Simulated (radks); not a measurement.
Results of a calculation; reference values are marked as such.
Species: a nucleus of charge 9.2 with 7 electrons. Configuration: [He] 2s2 2p3. Level of theory: scalar-relativistic Kohn-Sham, BLYP, spin-polarised, spherical densities, finite nucleus; open shells are filled with parallel spins first; Fermi nuclear charge, rms radius 2.8976 fm (a radial shooting solver on a logarithmic mesh with Libxc functionals).

Normalised radial functions P(r) = r R(r), r in bohr:

r          1s up  1s down   2p up
0.006078  0.3096   0.3104  0.0010
0.00669   0.3388   0.3397  0.0012
0.007423  0.3733   0.3742  0.0015
0.008237  0.4110   0.4121  0.0018
0.00914   0.4522   0.4533  0.0022
0.01006   0.4935   0.4947  0.0027
0.01116   0.5419   0.5432  0.0033
0.01239   0.5944   0.5959  0.0040
0.01363   0.6466   0.6482  0.0049
0.01513   0.7075   0.7093  0.0059
0.01679   0.7730   0.7749  0.0072
0.01863   0.8431   0.8452  0.0088
0.0205    0.9120   0.9143  0.0106
0.02275   0.9911   0.9935  0.0129
0.02525   1.0745   1.0772  0.0157
0.02779   1.1553   1.1581  0.0188
0.03083   1.2463   1.2493  0.0228
0.03421   1.3404   1.3437  0.0277
0.03796   1.4368   1.4403  0.0335
0.04179   1.5269   1.5306  0.0399
0.04637   1.6245   1.6284  0.0481
0.05145   1.7206   1.7247  0.0578
0.05664   1.8064   1.8106  0.0685
0.06284   1.8941   1.8985  0.0820
0.06973   1.9742   1.9786  0.0980
0.07737   2.0439   2.0484  0.1167
0.08517   2.0968   2.1013  0.1367
0.0945    2.1389   2.1433  0.1617
0.1049    2.1626   2.1668  0.1906
0.1154    2.1658   2.1697  0.2209
0.1281    2.1469   2.1504  0.2581
0.1421    2.1031   2.1060  0.3000
0.1577    2.0335   2.0357  0.3468
0.1736    1.9464   1.9477  0.3943
0.1926    1.8282   1.8285  0.4503
0.2137    1.6876   1.6869  0.5107
0.2352    1.5411   1.5395  0.5697
0.261     1.3688   1.3662  0.6363
0.2896    1.1880   1.1846  0.7044
0.3214    1.0054   1.0012  0.7724
0.3538    0.8408   0.8360  0.8334
0.3925    0.6728   0.6674  0.8952
0.4356    0.5205   0.5150  0.9499
0.4794    0.3974   0.3923  0.9916
0.532     0.2853   0.2810  1.0246
0.5903    0.1958   0.1924  1.0422
0.655     0.1278   0.1254  1.0423
0.721     0.0821   0.0804  1.0258
0.8       0.0480   0.0469  0.9896
0.8877    0.0263   0.0256  0.9349
0.9771    0.0141   0.0137  0.8696
1.084     0.0067   0.0065  0.7856
1.203     0.0029   0.0028  0.6913
1.335     0.0011   0.0011  0.5913
1.469     0.0004   0.0004  0.4980
1.63      0.0001   0.0001  0.4003
1.809     0.0000   0.0000  0.3102
1.991     0.0000   0.0000  0.2366
2.21      0.0000   0.0000  0.1691
2.452     0.0000   0.0000  0.1151
2.721     0.0000   0.0000  0.0741
2.995     0.0000   0.0000  0.0467
3.323     0.0000   0.0000  0.0265

1s up: eigenvalue -749.92 eV, 0 radial nodes, <r> = 0.172 bohr, 90 % of the charge inside 0.309 bohr. 1s down: eigenvalue -747.05 eV, 0 radial nodes, <r> = 0.172 bohr, 90 % of the charge inside 0.308 bohr. 2p up: eigenvalue -57.298 eV, 0 radial nodes, <r> = 0.849 bohr, 90 % of the charge inside 1.42 bohr.

Empty levels of this run are not shown, since the potential may be unsettled where no density lies.
